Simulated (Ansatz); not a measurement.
```xyz
16

C    -0.8423   -0.8423   -0.8423
C    -0.8423   -0.8423    0.8423
C    -0.8423    0.8423   -0.8423
C    -0.8423    0.8423    0.8423
C     0.8423   -0.8423   -0.8423
C     0.8423   -0.8423    0.8423
C     0.8423    0.8423   -0.8423
C     0.8423    0.8423    0.8423
H    -1.5270   -1.5270   -1.5270
H    -1.5270   -1.5270    1.5270
H    -1.5270    1.5270   -1.5270
H    -1.5270    1.5270    1.5270
H     1.5270   -1.5270   -1.5270
H     1.5270   -1.5270    1.5270
H     1.5270    1.5270   -1.5270
H     1.5270    1.5270    1.5270
```

Basis set: 6-31G* (spherical functions). Frozen core: 8 orbitals. Charge 0, multiplicity 1.

Computed with Ansatz (development build ahead of 0.2.0); each method stands on the lowest determinant of its kind that the runs found. Restricted open shells among the atoms or ions are ROHF, correlated in semicanonical orbitals with singles.

Task: Give the atomization energy at this shape (free ground-state atoms in the same class of orbitals less the molecule, no zero-point energy) of singlet C₈H₈ by RHF-MP2, RHF.

Result:

```tsv
method	atomization energy
RHF-MP2	1544.30 kcal/mol
RHF	1164.66 kcal/mol
```

Caution: no unrestricted run beside it, a lower state can exist; the shape is not the minimum.
